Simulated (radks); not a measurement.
Results of a calculation; reference values are marked as such.
Fractional charge and spin in the 5s shell of iodine: the spin-up occupation runs from 0 to 1 and the spin-down occupation from 0 to 1; the fullest corner is I+, [Kr] 4d10 5p(up 2, down 2) 5s(up 1, down 1). Code: a radial shooting solver on a logarithmic mesh with Libxc functionals. Model: scalar-relativistic Kohn-Sham, r2SCAN, spin-polarised, spherical densities, finite nucleus; meta-GGA in the generalised Kohn-Sham scheme; Fermi nuclear charge, rms radius of each element as measured or else 0.836 A^(1/3) + 0.57 fm. Energy (eV) minus the two flat planes that join the four corners (they meet along the diagonal where the two added fractions sum to one electron); zero is where a piecewise linear energy would lie.

\begin{tabular}{lrrrrr}
down \ up & 0 & 0.25 & 0.5 & 0.75 & 1 \\ \hline
0 & 0.000 & -0.959 & -1.277 & -0.957 & 0.000 \\
0.25 & -0.959 & -1.168 & -0.746 & 0.306 & -0.897 \\
0.5 & -1.277 & -0.746 & 0.408 & -0.699 & -1.192 \\
0.75 & -0.957 & 0.306 & -0.699 & -1.097 & -0.891 \\
1 & 0.000 & -0.897 & -1.192 & -0.891 & 0.000 \\
\end{tabular}

Corners above the fullest one (they belong to I2+ and the next ion): (up 1, down 0) 31.586 eV, (up 0, down 1) 31.586 eV, (up 0, down 0) 74.691 eV. With half an added electron in each spin the energy lies 0.408 eV from the planes, and with half an added electron in spin up alone -1.277 eV. The planes are only a guide here: the flat-plane condition holds for ground states with one frontier orbital, while this shell lies below other occupied shells, so the corners above the fullest one are inner-hole states and not the ground states of those ions.
